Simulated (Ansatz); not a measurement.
```yaml
crystal:
  periodic: [false, false, false]
  atoms:
    - {symbol: Cd, position_ang: [-0.004834, 0.001764, -1.177590]}
    - {symbol: C, position_ang: [0.003152, 0.000602, 0.922422]}
    - {symbol: H, position_ang: [-0.446548, 0.922418, 1.290281]}
    - {symbol: H, position_ang: [1.029181, -0.070679, 1.282465]}
    - {symbol: H, position_ang: [-0.568666, -0.852146, 1.287630]}
    - {symbol: Br, position_ang: [-0.012285, -0.001968, -3.605208]}
basis:
  gaussian: {orbitals: def2-mTZVP}
total_charge: 1
magnetization: {spin_polarized: true, initial_magnetization: 1}
hamiltonian: {xc: {name: B97M-V}, pseudopotentials: {relativity: scalar}}
scf: {omitted_lower_state_checks: [starts]}
```

```sh
$ ansatz run in.yaml --threads 4 --pin off --events-out ev --progress --plain --max-ram 3916MiB
```

Shortened log:

```
Functional definition: B97M-V
1051 factors; their error is unknown
mean field evaluation 1: about -76334.4375 eV, gradient 5.4e1 eV
mean field evaluation 2: about -76239.3021 eV, gradient 1.1e2 eV
mean field evaluation 4: about -76344.0639 eV, gradient 2.8e1 eV
mean field evaluation 8: about -76348.8455 eV, gradient 1.0e1 eV
mean field evaluation 16: about -76350.0432 eV, gradient 2.3e-1 eV
mean field evaluation 32: about -76350.0437 eV, gradient 4.5e-4 eV
mean field -76350.04373702 eV, -2805.8123554171 hartree, gradient 1.0e-6 eV, S^2 0.758432; 0 other end points of the search recorded, 0 dependent functions left out
reference -76350.04379579 eV, -2805.8123575769 hartree; 32, 31 occupied and 65, 66 virtual orbitals, 1051 factors
Total energy: -76350.04379579 eV, -2805.8123575769 hartree
Relativity: scalar
Checks for a lower state left out: starts
```

It took 42 s on 4 threads of Intel Xeon Platinum 8488C on a shared host.

In the def2 sets Cd takes a core potential; there is no spin–orbit coupling.
